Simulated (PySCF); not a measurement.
Zn(Cl)(SeH) (ClHSeZn), SMILES [Cl][Zn][SeH]. Atoms are numbered in the order given.

```xyz
4

Zn    -0.0085     0.5357     0.0000
Cl     0.0083     2.6444     0.0000
Se    -0.0389    -1.7427     0.0000
H      1.4342    -1.7736     0.0000
```

Geometry: PBE0-D3(BJ)/def2-SVP. One conformer was computed; it need not be the lowest.

Calculation: IEF-PCM-ωB97X/def2-SVP run with PySCF 2.14.0.

The values are the electrostatic part of the solvation free energy, E(continuum) − E(gas) at the gas-phase geometry, in a cavity of scaled van der Waals radii (PySCF's table); cavitation and dispersion terms are not included. A continuum can't describe solvent molecules that bind to the metal. In vacuum the orbital gap is 10.19 eV. The dipole moment in vacuum is 1.26 D.

```csv
solvent,ε,ΔG(elec) (kcal/mol),dipole (D),gap (eV)
water,78.36,(withheld),(withheld),(withheld)
dichloromethane,8.93,-15.1,1.20,10.59
ethylethanoate,5.99,-13.5,1.21,10.54
```

**Question.** Complete the blanks. (An estimate is asked for; the answer gives what the named calculation found.)

**Answer.** 
- water, ΔG(elec) (kcal/mol): -18.3
- water, dipole (D): 1.16
- water, gap (eV): 10.70
